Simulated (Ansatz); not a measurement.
`CC(C)(C)[N]=[Nb]([F])([F])[F]`, charge 0, multiplicity 1.

Question: Give a relaxed structure at PBE0-D4/def2-TZVP (Ansatz 0.2.0). (Best estimate.)

Answer: Computed: 
```xyz
18

C     1.5753    0.7491    0.0498
C     0.3985   -0.1867   -0.2164
C     0.6701   -1.5673    0.3765
C     0.1306   -0.2934   -1.7158
N    -0.7713    0.3599    0.4181
Nb   -2.1768    1.0182    1.1813
F    -2.7552   -0.2468    2.4363
F    -3.4458    1.2984   -0.1682
F    -1.6514    2.6225    1.9937
H     2.4803    0.3589   -0.4218
H     1.7563    0.8435    1.1222
H     1.3748    1.7432   -0.3543
H    -0.1783   -2.2326    0.2057
H     0.8411   -1.4966    1.4524
H     1.5557   -2.0083   -0.0872
H     1.0042   -0.7068   -2.2255
H    -0.7237   -0.9452   -1.9082
H    -0.0843    0.6898   -2.1387
```
Point group C3v.
This is one stationary point; other conformers may exist.
